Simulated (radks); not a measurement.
Values are calculated unless marked as measured or tabulated.
Task: All-electron atom: Pd III in [Kr] 4d8. Code: a radial shooting solver on a logarithmic mesh with Libxc functionals. Model: Dirac Kohn-Sham, PBEsol, spin-unpolarised, spherical densities, finite nucleus; open shells are shared between the two j in proportion to 2j + 1; Fermi nuclear charge, rms radius 4.5318 fm.

Spin-orbit splittings of the eigenvalues, e(l+1/2) - e(l-1/2), with zeta = 2 splitting/(2l+1) and mean radii in bohr:

| shell | occ. | splitting (eV) | zeta (eV) | <r> j=l-1/2 | <r> j=l+1/2 |
|---|---|---|---|---|---|
| 2p | 6 | ? | ? | 0.1172 | 0.1221 |
| 3p | 6 | 27.76 | 18.51 | 0.3714 | 0.3822 |
| 3d | 10 | 5.538 | 2.215 | 0.3557 | 0.3592 |
| 4p | 6 | 4.529 | 3.019 | 1.013 | 1.043 |
| 4d | 8 | 0.5286 | 0.2114 | 1.363 | 1.379 |

Estimate the 2p splitting.

Result: 159.3 eV (zeta = 106.2 eV).
